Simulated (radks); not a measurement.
Q: The magnesium ion Mg4+ is in [He] 2s2 2p4. All-electron calculation, scalar-relativistic Kohn-Sham, r2SCAN, spin-polarised, spherical densities, finite nucleus; meta-GGA in the generalised Kohn-Sham scheme; Fermi nuclear charge, rms radius of each element as measured or else 0.836 A^(1/3) + 0.57 fm. Program: a radial shooting solver on a logarithmic mesh with Libxc functionals. Open shells are filled with parallel spins first. One electron is removed from 2p, 2s in turn, with full relaxation. Which removal costs least, and what does each cost?

A: 2p 139.68 eV; 2s 172.94 eV. The 2p electron leaves first.
